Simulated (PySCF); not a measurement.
# SiF₃ + HF → SiH + 2 F₂

Level: PBE0 in the def2-TZVP basis family, all electrons, no relativity, computed in PySCF with density fitting; open shells unrestricted.

| species | state and structure | ZPE (kJ/mol) | H(298 K) − H(0) (kJ/mol) | S° (J/(mol K)) |
| --- | --- | --- | --- | --- |
| SiF₃ | doublet, C3v, Si–F 1.581 Å (×3); F–Si–F 107.9° (×3) | 22.4 | 13.4 | 282.5 |
| HF | singlet, C∞v, H–F 0.920 Å | 24.9 | 8.7 | 173.6 |
| SiH | doublet, C∞v, Si–H 1.532 Å | 12.1 | 8.7 | 192.7 |
| F₂ | singlet, D∞h, F–F 1.376 Å | 6.6 | 8.7 | 201.9 |

Q: Is the gas-phase reaction uphill or downhill in electronic energy at this level, and by how much?

A: At PBE0/def2-TZVP, ΔE = 1622.2 kJ/mol, uphill. 

Q: Add zero-point, thermal and entropy terms for 298.15 K and 1 bar.

A: ΔZPE = -22.0 and Δ[H(298) − H(0)] = 4.0 kJ/mol give ΔH° = 1604.2 kJ/mol. ΔS° = 140.4 J/(mol K), so ΔG° = 1604.2 − 298.15 × (0.1404) = 1562 kJ/mol.

The entropy of SiH lacks the orbital degeneracy of a ²Π state, up to R ln 2. Each species is the lowest minimum found with this bonding; other isomers or fragments can lie lower.
